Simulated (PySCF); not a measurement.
C2H7NOSi2.

```xyz
13

C      0.6726     2.5165     0.0000
C      0.3887     1.0414     0.0000
N      1.3297     0.1681     0.0000
Si     0.7709    -1.5135     0.0000
O     -0.9074    -1.3314     0.0000
Si    -1.3925     0.2747     0.0000
H      0.2162     2.9937     0.8847
H      0.2162     2.9937    -0.8847
H      1.7565     2.7016     0.0000
H      1.2338    -2.2222     1.2197
H      1.2338    -2.2222    -1.2197
H     -2.1849     0.6130     1.2150
H     -2.1849     0.6130    -1.2150
```
Charge 0, spin multiplicity 1.

Coordinates come from a B3LYP-D3(BJ)/def2-SVP optimisation. This is a generated structure with no PubChem entry under its InChIKey; it may be hypothetical.

Level of theory: PySCF with PBE0/pcSseg-1. Non-relativistic, no solvent.

Computed absolute GIAO shielding of each atom: isotropic value and principal components (ppm):
| atom | σ(iso) | σ11 | σ22 | σ33 | span |
|---|---|---|---|---|---|
| C1 | 151.4 | 125.7 | 142.8 | 185.7 | 60.0 |
| C2 | -29.9 | -128.8 | -85.6 | 124.8 | 253.7 |
| N3 | -192.8 | -614.1 | -177.6 | 213.3 | 827.4 |
| Si4 | 347.5 | 284.6 | 342.8 | 415.0 | 130.4 |
| O5 | 288.0 | 228.3 | 288.0 | 347.8 | 119.5 |
| Si6 | 380.5 | 331.2 | 333.0 | 477.3 | 146.1 |
| H7 | 28.8 | 26.1 | 27.8 | 32.6 | 6.5 |
| H8 | 28.8 | 26.1 | 27.8 | 32.6 | 6.5 |
| H9 | 28.6 | 25.4 | 27.0 | 33.3 | 7.9 |
| H10 | 25.8 | 22.7 | 23.9 | 30.8 | 8.1 |
| H11 | 25.8 | 22.7 | 23.9 | 30.8 | 8.1 |
| H12 | 26.3 | 22.8 | 24.9 | 31.3 | 8.5 |
| H13 | 26.3 | 22.8 | 24.9 | 31.3 | 8.5 |
